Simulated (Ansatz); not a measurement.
Consider the redistribution: `[CH3][Mo](=[O])(=[O])[F]` + `N[SiH]1CN1` → `[CH3][Mo]([NH2])(=[O])=[O]` + `F[SiH]1CN1`.

Calculated with Ansatz (gas phase, PBE0-D4/def2-TZVP geometries, no zero-point term in ΔE). CCSD(T)/CBS is the MP2 limit (def2-TZVPP, def2-QZVPP) plus CCSD(T) − MP2 in def2-TZVPP, frozen cores. DFT in def2-TZVPP. Elements past krypton have def2 core potentials. For Mo outer-core shells are correlated without core-valence functions, which leaves a few kJ/mol of doubt a bond. Each species was taken in one conformer, which may not be the lowest.

CCSD(T)/CBS gives -29.4 kJ/mol.

Problem. Another level gave -19.5 kJ/mol. Which?
A. CCSD(T)/def2-TZVPP
B. ωB97X-V/def2-TZVPP
C. HF/def2-TZVPP
D. LC-ωPBE/def2-TZVPP

Solution. B. ωB97X-V -19.5, HF/def2-TZVPP -25.7, CCSD(T)/def2-TZVPP -30.6, LC-ωPBE -13.3 kJ/mol.

Largest T1 diagnostic among the species: 0.025, so the coupled-cluster value is less sure than usual.

Leaving LDA and LC-ωPBE aside and taking each functional with its dispersion term where it has one, the values, not all of them listed here, spread over 10.2 kJ/mol, from BHLYP-D4 to B97M-V. LDA lies −4.5 kJ/mol from PBE without D4. From r2SCAN to r2SCAN0 (25 % exact exchange), in def2-TZVPP and without D4, ΔE moves by −3.8 kJ/mol.
